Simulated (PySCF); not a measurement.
Compound: C₆H₄FN₂ (charge +1).
SMILES with atom numbers: `[N:1]#[C:2][c:3]1[cH:4][cH:5][cH:6][c:7]([F:8])[nH+:9]1` (hydrogens: H10 on C4; H11 on C5; H12 on C6; H13 on N9)

Method used: TDDFT B3LYP/def2-SVPD, vertical, gas phase, core orbitals frozen in the response (PySCF 2.14.0, density-fitted response routines). Geometry: GFN2-xTB; no solvent, vibrations or thermal averaging.

Kohn–Sham orbitals with the atoms that hold most of them (Löwdin shares over 4%, at most four atoms; ? is withheld):

```json
{"orbital": "HOMO-3", "ε (eV)": "-14.87", "atoms": "N1 81%, C2 17%"}
{"orbital": "HOMO-2", "ε (eV)": "-14.87", "atoms": "C5 30%, C4 18%, N9 18%, C6 18%"}
{"orbital": "HOMO-1", "ε (eV)": "-14.73", "atoms": "?"}
{"orbital": "HOMO", "ε (eV)": "-13.31", "atoms": "?"}
{"orbital": "LUMO", "ε (eV)": "-8.22", "atoms": "C5 20%, C3 18%, N9 17%, C6 11%"}
{"orbital": "LUMO+1", "ε (eV)": "-7.06", "atoms": "C4 23%, C7 20%, C6 13%, C5 11%"}
{"orbital": "LUMO+2", "ε (eV)": "-4.88", "atoms": "N1 28%, C2 24%, H13 13%, C3 11%"}
```

Question: Which atoms hold the HOMO-1, and with what shares?

Answer: N1 (bonded to C) 49%; C2 (bonded to C and N) 41%; C3 (bonded to 2 C and N) 5%. By element: nitrogen 49% or more, carbon 45% or more.

Question: Which atoms hold the HOMO, and with what shares?

Answer: N1 (bonded to C) 18%; C4 (bonded to 2 C and H) 15%; C6 (bonded to 2 C and H) 14%; C3 (bonded to 2 C and N) 14%. By element: carbon 43% or more, nitrogen 18% or more.

Question: How does S1 compare with the orbital gap of 5.09 eV?

Answer: S1 is at 4.78 eV (f = 0.242), 0.30 eV below the gap, made of HOMO→LUMO (92%). 

Question: One configuration dominates each of S1, S2 and S7. Which, and how do the shares of the two leading atoms of either orbital change from the occupied to the empty one?

Answer: 
- S1 (4.78 eV, f 0.242), HOMO→LUMO (92%): N1 18% → at most 12%, C4 15% → at most 12%, C5 at most 14% → 20%, C3 14% → 18%
- S2 (5.34 eV, f 0.0000), HOMO-1→LUMO (96%): N1 49% → at most 12%, C2 41% → at most 12%, C5 at most 4% → 20%, C3 5% → 18%
- S7 (6.74 eV, f 0.0002), HOMO-1→LUMO+1 (95%): N1 49% → at most 12%, C2 41% → at most 12%, C4 at most 4% → 23%, C7 at most 4% → 20%

The run took 72 s of wall time (with the writing of density and orbital grids) on one thread, Arm Neoverse N1 (aarch64), no GPU, on a shared host, and the process peaked at 0.84 GiB of memory.
